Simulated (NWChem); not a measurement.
MnHSF, sextet; SMILES [F][Mn][SH]

```xyz
4

Mn    -0.1748    -0.4596     0.0000
F     -0.2727    -2.2392     0.0000
S     -0.0618     1.8159     0.0000
H     -1.4082     1.9584     0.0000
```
Atoms are numbered in this order, from 1.

Level: PBE0/def2-SVP, spin-unrestricted (NWChem), optimised geometry, unscaled harmonic frequencies. In the optimisation the excess spin sits in a' and a" (Cs, its own frame). The spin multiplicity was typed, not searched, and may not be the lowest.

| frequency (cm⁻¹) | IR intensity (km/mol) |
|---|---|
| 88 | 32.3 |
| 94 | 35.2 |
| 359 | 10.1 |
| 526 | 4.6 |
| 682 | 159.8 |
| 2693 | 1.7 |

| Property | Value |
|---|---|
| zero-point energy | 6.3 kcal/mol |
| thermal correction to the enthalpy at 298.15 K (with zero-point energy) | 10.1 kcal/mol |
| heat capacity Cv | 13.5 cal/(mol K) |
| entropy at 298.15 K and 1 atm (symmetry number 1, electronic part: spin degeneracy alone) | 75.6 cal/(mol K) |
| dipole moment | 0.81 D |

Rigid rotor and harmonic oscillator; modes under 100 cm⁻¹ make the entropy uncertain.
